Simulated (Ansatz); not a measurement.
Coupled-cluster diagnostics for the cluster CuSe₂⁺, Ansatz.

Geometry of the singlet (r2SCAN-D4/def2-TZVP):

```csv
atom,x (Å),y (Å),z (Å)
Cu1,0.155,0.618,1.209
Se2,-1.195,-0.157,-0.539
Se3,1.040,-0.461,-0.670
```

Correlated methods freeze 27 core orbitals; core or outer-core shells of Se are correlated, in sets that lack core-valence functions. Another isomer (triplet) lies 0.70 eV lower at PBE0-D4/def2-TZVP; other spin states weren't run for this one.

Problem. Estimate the CCSD(T) correlation energy, the shares of MP2 and (T), T1 and the reference's ⟨S²⟩ for: charge 1, singlet, own geometry in def2-TZVPP; and the rough time on 4 threads of Arm Neoverse V1 on a shared host.

Solution. 
| state | basis | correlation (eV) | MP2 share (%) | (T) share (%) | T1 | ⟨S²⟩ (pure) | wall time | remarks |
| --- | --- | --- | --- | --- | --- | --- | --- | --- |
| charge 1, singlet, own geometry | def2-TZVPP | -27.435 | 102.1 | 4.7 | 0.018 | 0.00 (0.00) | 25 s | restricted SCF unstable |
Customary marks for T1 are 0.02 (closed shells), 0.045 (open shells) and about 0.05 (3d metals). T1 stays under 0.02 throughout.
